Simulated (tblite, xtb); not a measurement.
C$_{4}$H$_{11}$O$_{3}$Si (SMILES [CH2][Si](OC)(OC)OC), doublet, geometry from GFN2-xTB. Base run: GFN1-xTB (xtb 6.7.1).

Geometry (Å):
```xyz
19

C      1.0305     1.6858     0.8703
Si     0.1829     0.2755     0.0083
O      1.1322    -0.7253    -0.8591
C      2.2167    -1.4472    -0.3583
O     -0.8197     0.6875    -1.2034
C     -1.8913     1.5769    -1.1069
O     -0.5420    -0.4562     1.2847
C     -1.3159    -1.6260     1.2647
H      1.1669     1.7308     1.9348
H      1.4407     2.5127     0.3195
H      3.0857    -0.7951    -0.2372
H      2.4560    -2.2339    -1.0752
H      1.9867    -1.8964     0.6109
H     -2.5042     1.3702    -0.2261
H     -2.4994     1.4673    -2.0057
H     -1.5301     2.6062    -1.0397
H     -0.7652    -2.4552     0.8142
H     -2.2364    -1.4746     0.6955
H     -1.5659    -1.8746     2.2974
```
Charge 0, spin multiplicity 2.
All else is at xtb's defaults.
Base energy -30.44215 Eh.

Programs used: tblite, xtb; a row that names a program was run with it.

Variants of this job, named by their change:

```csv
change,ΔE vs base (mEh),dipole (D),G_solv (kcal/mol),SCF cycles
base,0.000,1.53,-,10
etemp = 1000,0.000,1.53,-,10
alpb = ether,-12.768,1.61,-8.24,10
program = tblite; method = gfn1; option = --spin-polarized,-10.552,-,-,-
program = tblite; method = gfn1,0.000,-,-,-
alpb = dmf,-16.445,1.64,-10.65,10
acc = 0.0001,0.000,1.53,-,16
program = tblite; method = gfn1; option = --grad,0.000,-,-,-
```

ALPB and GBSA are two models with their own fitted parameters for each solvent, which aren't always the measured dielectric constant.
